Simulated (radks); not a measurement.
The numbers below are computed, except where a source is named.
Fractional charge and spin in the 5p shell of terbium: the spin-up occupation runs from 2 to 3 and the spin-down occupation from 2 to 3; the fullest corner is Tb, [Kr] 4d10 4f(up 4.5, down 4.5) 5s2 6s2 5p(up 3, down 3). Level of theory: scalar-relativistic Kohn-Sham, BLYP, spin-polarised, spherical densities, point nucleus (a radial shooting solver on a logarithmic mesh with Libxc functionals). Energy (eV) above the fullest corner. The planes named below are the two flat planes that join the four corners, with an edge along up + down = one added electron.

down \ up       2    2.25     2.5    2.75       3
2          71.078  59.603  48.875  38.879  29.600
2.25       59.603  48.927  38.981  29.749  21.215
2.5        48.875  38.981  29.799  21.313  13.503
2.75       38.879  29.749  21.313  13.551   6.440
3          29.600  21.215  13.503   6.440   0.000

Corners above the fullest one (they belong to Tb+ and the next ion): (up 3, down 2) 29.600 eV, (up 2, down 3) 29.600 eV, (up 2, down 2) 71.078 eV. With half an added electron in each spin the energy lies 0.199 eV from the planes, and with half an added electron in spin up alone -1.464 eV. The planes are only a guide here: the flat-plane condition holds for ground states with one frontier orbital, while this shell lies below other occupied shells, so the corners above the fullest one are inner-hole states and not the ground states of those ions.
